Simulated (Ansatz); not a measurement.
Two members of one family (Series GeMeX3), computed with Ansatz in the gas phase. Binding counts from free atoms in the multiplicity of their measured ground term, without zero-point energy. The structures are stationary points that may keep the symmetry of their start.

First: GeMe(OMe)3 (singlet, charge 0, PBE-D4/def2-SVP geometry).

Cartesian coordinates in Å:
```
Ge -0.3422 0.4223 0.4580
C -0.5541 1.7089 1.8894
H -0.2481 2.7143 1.5405
H 0.0628 1.4070 2.7567
H -1.6200 1.7360 2.1839
O 0.1396 -1.1347 1.2180
C 0.2150 -2.3102 0.4293
H 0.7600 -3.0864 1.0080
H 0.7642 -2.1534 -0.5290
H -0.7934 -2.7165 0.1827
O 0.8866 0.8067 -0.8050
C 2.2554 0.8638 -0.4496
H 2.4932 1.7379 0.2025
H 2.8539 0.9690 -1.3788
H 2.6025 -0.0541 0.0796
O -1.8613 0.2982 -0.4705
C -1.8841 -0.2010 -1.8003
H -2.8053 0.1759 -2.2942
H -1.9186 -1.3154 -1.8259
H -1.0060 0.1315 -2.3954
```

| level | HOMO (eV) | LUMO (eV) | gap (eV) | binding per atom (eV) |
| --- | --- | --- | --- | --- |
| PBE-D4/def2-TZVP | -6.12 | -0.49 | 5.63 | 4.02 |
| r2SCAN-D4/def2-TZVP | -6.47 | -0.06 | 6.41 | 3.95 |
| B3LYP-D4/6-31G | -7.23 | 0.35 | 7.57 | 3.84 |
| PBE0-D4/def2-SVP | -7.58 | 0.91 | 8.49 | 3.97 |
| PBE0-D4/def2-TZVP | -7.72 | 0.50 | 8.22 | 3.94 |

Second: GeMe(NHMe)3 (singlet, charge 0, PBE-D4/def2-SVP geometry).

```xyz
23

Ge   -0.2202   -0.2440    0.2640
C     0.0942   -1.4943    1.7463
H     0.4340   -0.9609    2.6574
H     0.8697   -2.2326    1.4641
H    -0.8435   -2.0321    1.9850
N    -0.8510   -0.8735   -1.3494
C    -0.0656   -1.7347   -2.2149
H    -1.8492   -1.1016   -1.3296
H    -0.3682   -1.6259   -3.2812
H     1.0007   -1.4380   -2.1456
H    -0.1177   -2.8254   -1.9689
N     1.4202    0.4637   -0.2409
C     2.4105    0.9139    0.7192
H     1.3454    1.0824   -1.0545
H     2.1988    1.9008    1.2045
H     2.5096    0.1716    1.5393
H     3.4181    0.9931    0.2512
N    -1.5956    0.8833    0.7908
C    -1.9592    2.0320   -0.0220
H    -1.6058    1.0865    1.7953
H    -1.2908    2.9240    0.0841
H    -1.9383    1.7383   -1.0924
H    -2.9960    2.3731    0.1982
```

Problem. Estimate how these quantities change from the first to the second (second minus first).

Solution. 
```csv
level,Δ HOMO (eV),Δ LUMO (eV),Δ gap (eV),Δ binding per atom (eV)
PBE-D4/def2-TZVP,1.40,0.35,-1.05,-0.16
r2SCAN-D4/def2-TZVP,1.48,0.51,-0.97,-0.18
B3LYP-D4/6-31G,1.73,0.91,-0.82,-0.12
PBE0-D4/def2-SVP,1.67,0.39,-1.28,-0.15
PBE0-D4/def2-TZVP,1.63,0.17,-1.46,-0.15
```
